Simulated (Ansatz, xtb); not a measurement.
**Relative energy of two structures of GeH5Si2−**

Structure I: a singlet given by its coordinates. Structure II: `[SiH2]1[SiH2][GeH-]1`, a singlet. Both are isolated ions in the gas phase, relaxed with PBE-D3(BJ)/def2-SVPD.

I (Å):

```yaml
atoms:
  - { symbol: Ge, position_ang: [-2.1967, 3.2652, 1.1470] }
  - { symbol: Si, position_ang: [-2.3531, -0.7250, -0.0714] }
  - { symbol: Si, position_ang: [-1.2953, 1.2393, 0.6110] }
  - { symbol: H, position_ang: [-1.9748, -1.2626, -1.4480] }
  - { symbol: H, position_ang: [-2.1597, -1.9499, 0.8172] }
  - { symbol: H, position_ang: [-3.8541, -0.5377, -0.1369] }
  - { symbol: H, position_ang: [0.2007, 0.9345, 0.6406] }
  - { symbol: H, position_ang: [-3.6622, 2.6387, 0.8392] }
```

Close contacts (Å): Ge1–Si3 2.28, Si2–Si3 2.33, Ge1–H8 1.62, Si2–H4 1.53, Si2–H5 1.53, Si2–H6 1.51, Si3–H7 1.53.

II (Å):

```csv
atom,x (Å),y (Å),z (Å)
Ge,-1.4918,2.2393,-0.1717
Si,-2.5728,0.0747,-0.7727
Si,-1.5908,0.2535,1.3324
H,-4.0648,-0.1931,-0.8477
H,-1.9102,-0.9050,-1.7260
H,-0.3741,-0.6253,1.5671
H,-2.4783,0.0958,2.5534
H,-2.9323,2.6271,0.4675
```

Question: Estimate E(II) − E(I) at the level CCSD(T)/def2-SVPD + ΔMP2/def2-TZVPPD.

Answer: Calculated at CCSD(T)/def2-SVPD + ΔMP2/def2-TZVPPD: E(II) − E(I) = −16.6 kJ/mol, so structure II lies lower.

Level by level:

```json
{"level": "GFN2-xTB", "geometry": "GFN2-xTB", "E(II) − E(I) (kJ/mol)": "+4.3", "departure from the last row (kJ/mol)": "+20.9", "job, with rough time for the two": "optimisation, 0.2 s"}
{"level": "HF/STO-3G", "geometry": "GFN2-xTB", "E(II) − E(I) (kJ/mol)": "−125.4", "departure from the last row (kJ/mol)": "−108.7", "job, with rough time for the two": "single point, 0.3 s"}
{"level": "r2SCAN-D4/def2-SVPD", "geometry": "GFN2-xTB", "E(II) − E(I) (kJ/mol)": "−27.6", "departure from the last row (kJ/mol)": "−11.0", "job, with rough time for the two": "single point, 3.2 s"}
{"level": "PBE-D3(BJ)/def2-SVPD", "geometry": "PBE-D3(BJ)/def2-SVPD", "E(II) − E(I) (kJ/mol)": "−25.8", "departure from the last row (kJ/mol)": "−9.1", "job, with rough time for the two": "optimisation, 33 s"}
{"level": "HF/def2-SVPD", "geometry": "PBE-D3(BJ)/def2-SVPD", "E(II) − E(I) (kJ/mol)": "−11.3", "departure from the last row (kJ/mol)": "+5.4", "job, with rough time for the two": "part of the CCSD(T) run"}
{"level": "MP2/def2-SVPD", "geometry": "PBE-D3(BJ)/def2-SVPD", "E(II) − E(I) (kJ/mol)": "−18.4", "departure from the last row (kJ/mol)": "−1.7", "job, with rough time for the two": "part of the CCSD(T) run"}
{"level": "CCSD(T)/def2-SVPD", "geometry": "PBE-D3(BJ)/def2-SVPD", "E(II) − E(I) (kJ/mol)": "−12.0", "departure from the last row (kJ/mol)": "+4.6", "job, with rough time for the two": "single point"}
{"level": "CCSD(T)/def2-SVPD + ΔMP2/def2-TZVPPD", "geometry": "PBE-D3(BJ)/def2-SVPD", "E(II) − E(I) (kJ/mol)": "−16.6", "departure from the last row (kJ/mol)": "", "job, with rough time for the two": "single point, 33 s"}
```

GFN2-xTB puts the two in the other order. The largest departure from CCSD(T)/def2-SVPD + ΔMP2/def2-TZVPPD is that of HF/STO-3G, 108.7 kJ/mol. The last row adds to CCSD(T) the change of the MP2 difference between the two basis sets, here −4.6 kJ/mol.

With harmonic frequencies from PBE-D3(BJ)/def2-SVPD (ideal gas, rigid rotor, one conformer each, 400 K, 1 atm): the zero-point term adds −0.4 kJ/mol; ΔH is −18.0 and ΔG −10.1 kJ/mol.

The correlated steps freeze 19 core orbitals; the filled d shell of Ge is correlated, in a basis made for valence electrons. Run with Ansatz 0.2.0, xtb 6.7.1; the last row on 2 threads of Intel(R) Xeon(R) 6975P-C (Granite Rapids) on a shared host.
